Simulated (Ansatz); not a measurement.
System: C$_{2}$H$_{9}$N$_{2}$Si, net charge 0, doublet state. It need not be the lowest isomer of its formula. 
Geometry from a B3LYP-D3(BJ)/def2-TZVP (Ansatz, a program for electronic structure) optimisation:
```xyz
14

C      0.6958    -0.0781    -1.7355
Si     0.0276     0.0051    -0.0138
C     -1.8271     0.2564    -0.1062
N      0.9491     1.2250     0.7766
N      0.2457    -1.4111     0.9537
H      0.0990    -0.4034    -2.5821
H      1.7389     0.1034    -1.9759
H     -2.3212    -0.5789    -0.6105
H     -2.2596     0.3485     0.8924
H     -2.0671     1.1645    -0.6632
H      0.8281     1.4041     1.7609
H      1.2535     2.0474     0.2815
H     -0.4100    -2.1740     0.8882
H      1.1774    -1.7501     1.1398
```
Charge 0, spin multiplicity 2.

Total electronic energies in hartree. Cores are frozen in the correlated levels unless marked. UHF or UKS for open shells. No spin-orbit coupling. No relativistic terms. CBS marks a two-point X^-3 extrapolation of the correlation energy; Hartree-Fock from the larger set.

| level | program | energy (Eh) |
|---|---|---|
| HF/cc-pwCVTZ | Ansatz | -478.95020 |
| HF/cc-pV(Q+d)Z | Ansatz | -478.96587 |
| revPBE-D3(BJ)/def2-TZVPD | Ansatz + dftd3 | -480.64447 |
| r2SCAN-D3(BJ)/def2-TZVPD | Ansatz + dftd3 | -480.61230 |
| B97M-V/def2-TZVPD | Ansatz | -480.65249 |
| PBE0-D4/def2-TZVP | Ansatz + dftd4 | -480.39951 |
| PBE0/def2-QZVPP | Ansatz | -480.41761 |
| B2GP-PLYP/def2-TZVPD | Ansatz | -480.37350 |
| B2PLYP-D4/def2-TZVPD | Ansatz + dftd4 | -480.45930 |
| B2PLYP/def2-TZVPD | Ansatz | -480.45156 |
| RPA@PBE/cc-pV(Q+d)Z | Ansatz | -480.49342 |
| CCSD/cc-pVTZ | Ansatz | -479.86867 |
| CCSD/cc-pV(Q+d)Z | Ansatz | -479.94366 |
| CCSD(T)/cc-pV(T+d)Z | Ansatz | -479.90971 |
| CCSD(T)/CBS(cc-pV(T+d)Z,cc-pV(Q+d)Z) | Ansatz | -480.0228 |

Totals of different functionals don't rank their quality; only differences between species are comparable.
